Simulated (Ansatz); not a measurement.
System: sum formula H$_{7}$Si$_{2}$N$_{2}$O (charge 0, doublet). It need not be the lowest isomer of its formula. 
Geometry from a B3LYP-D3(BJ)/def2-TZVP (Ansatz, an electronic-structure program) optimisation:
SMILES: [NH][SiH2]O[SiH2]N
```xyz
12

N      1.2114     1.6992    -0.0968
Si     1.6224     0.0007    -0.0308
O      0.2797    -0.8880    -0.2528
Si    -1.3586    -0.6573    -0.2893
N     -1.9577     0.4558     0.8589
H      2.0100     2.3283     0.0145
H      2.2129    -0.2888     1.3001
H      2.5988    -0.3118    -1.1025
H     -1.6924    -0.1646    -1.6403
H     -1.9695    -1.9694    -0.0021
H     -2.1415     0.1827     1.8107
H     -1.7253     1.4348     0.7892
```
Charge 0, spin multiplicity 2.

Basis-set convergence of Hartree-Fock and CCSD correlation energies (hartree) with Ansatz. Cores are frozen in the correlated levels unless marked. UHF or UKS for open shells. No spin-orbit coupling. Non-relativistic.

```json
[
 {"basis": "cc-pV(D+d)Z", "functions": "123", "E(HF)": "-765.82274", "E(corr, CCSD)": "-0.74083"},
 {"basis": "cc-pV(T+d)Z", "functions": "266", "E(HF)": "-765.92961", "E(corr, CCSD)": "-0.91388"},
 {"basis": "cc-pV(Q+d)Z", "functions": "503", "E(HF)": "-765.95329", "E(corr, CCSD)": "-0.97131"}
]
```

Extrapolating the two largest sets (X = 3 and 4) as X^-3: E(corr) = (64·(-0.97131) - 27·(-0.91388))/37 = -1.0132 Eh, an estimate of the basis-set limit. The largest set recovers 95.9 % of it, the smallest 73.1 %.
